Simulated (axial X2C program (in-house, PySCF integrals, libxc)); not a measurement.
## Spectroscopic constants of CsSi

Calculated with an axial X2C code built on PySCF integrals. Spin-free means the one-electron spin-free X2C Hamiltonian; two-component (2c) means X2C with spin–orbit coupling and atomic mean-field two-electron Coulomb and Gaunt terms, so the difference of the two also holds small scalar two-electron terms. Basis: Cs dyall-cv3z [15s15p9d4f1g], Si dyall-v3z [8s7p2d1f] (cores contracted in-house); Gaussian nuclei, density fitting, unrestricted open shells. Masses: Cs 132.905 u, Si 27.977 u.

State, spin-free: M_S = 3/2, Λ = 0 (beyond evenly filled blocks: σα, π+α, π-α); electrons by block: σα: 16, σβ: 15, π+α: 8, π+β: 7, π-α: 8, π-β: 7, δ+α: 2, δ+β: 2, δ-α: 2, δ-β: 2. Fragments: Cs + Si.

State, 2c: Ω = 3/2 (⟨Sz⟩ = 1.50, ⟨Lz⟩ = 0.00 at PBE0); electrons by block: 1/2: 23, -1/2: 23, 3/2: 10, -3/2: 9, 5/2: 2, -5/2: 2. Fragments: Cs + Si.

```csv
Hamiltonian,level,Re (Å),ωe (cm⁻¹),ωexe (cm⁻¹),Be (cm⁻¹),De (eV),k (mdyn/Å),μ (D)
spin-free,PBE0,3.261,165.7,0.577,0.06859,1.81,0.374,-10.01
spin-free,HF,3.434,153.5,0.498,0.06184,1.27,0.321,-12.24
spin-free,MP2,3.300,167.6,0.537,0.06699,1.69,0.383,n/a
spin-free,CCSD,3.325,164.8,0.527,0.06598,1.62,0.37,n/a
spin-free,CCSD(T),3.313,166.0,0.528,0.06646,1.65,0.375,n/a
spin-free,TPSS,3.274,162.5,0.602,0.06804,1.91,0.36,-9.68
2c,PBE0,3.260,165.9,0.577,0.06864,1.81,0.375,-9.99
2c,HF,3.434,153.6,0.498,0.06187,1.27,0.321,-12.22
2c,MP2,3.299,167.7,0.537,0.06702,1.70,0.383,n/a
2c,CCSD,3.324,164.9,0.527,0.066,1.62,0.37,n/a
2c,CCSD(T),3.312,166.1,0.529,0.06648,1.65,0.376,n/a
2c,TPSS,3.273,162.7,0.602,0.06809,1.91,0.36,-9.66
```

Correlated methods: 13 electrons correlated (number of frozen shells: Cs 4 s, 3 p, 2 d; Si 2 s, 1 p), 267 virtual spin orbitals or spinors in MP2, 90 natural virtuals in coupled cluster.

Dipoles are positive if Si is the positive end.

Occupations by symmetry block were frozen at the best pattern of an incomplete PBE0 search. Dissociation energies refer to the lowest single-determinant-based atoms at the same level and basis. Density functionals use the spin component along the axis (collinear). Coupled cluster ran in a truncated set of natural virtual spinors; the MP2 energy of the rest was added. (T) has no such correction and the atoms are truncated less, which lowers De at CCSD(T) by a hundredth of an eV or more. In 2c an atomic determinant is not the ground J level, so De misses part of the atomic spin–orbit lowering. This holds for PBE0, MP2, CCSD, CCSD(T), TPSS. PBE0 can misorder states that lie within some tenths of an eV, so this need not be the ground state of the molecule. The nearest other spin-free determinant of the search, M_S = 1/2, Λ = 0, lies 0.45 eV up at the distance of the search. Without a current term, density functionals place determinants with orbital angular momentum somewhat too high. With several unpaired electrons one determinant need not be a pure state. This is the top spin component of a Σ state; components of lower Ω are not single determinants and can lie lower.

Rough cost a point (2c) on 1 thread(s) of a shared host, integrals apart: PBE0 0.6 s, HF 0.6 s, CCSD(T) 5 s, TPSS 0.5 s.

The whole task took 2.3 min on 1 thread of Arm Neoverse V2 (shared host).
